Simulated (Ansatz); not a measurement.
System: aminoborane, sum formula BNH$_{4}$, charge 0, multiplicity 1. 
Coordinates optimised at B3LYP-D3(BJ)/def2-TZVP (Ansatz, a quantum-chemistry and plane-wave program):
```
B
N 1 1.3876
H 2 1.0069 1 123.31
H 2 1.0069 3 113.37 1 180.00
H 1 1.1928 2 119.04 3 0.00
H 1 1.1928 5 121.92 2 180.00
```

Basis-set convergence of Hartree-Fock and CCSD correlation energies (hartree) with Ansatz. Cores are frozen in the correlated levels unless marked. No spin-orbit coupling. Non-relativistic.

```csv
basis,functions,E(HF),"E(corr, CCSD)"
cc-pVDZ,48,-81.49921,-0.29298
cc-pVTZ,116,-81.52660,-0.35058
cc-pVQZ,230,-81.53287,-0.36842
```

Extrapolating the two largest sets (X = 3 and 4) as X^-3: E(corr) = (64·(-0.36842) - 27·(-0.35058))/37 = -0.3814 Eh, an estimate of the basis-set limit. The largest set recovers 96.6 % of it, the smallest 76.8 %.
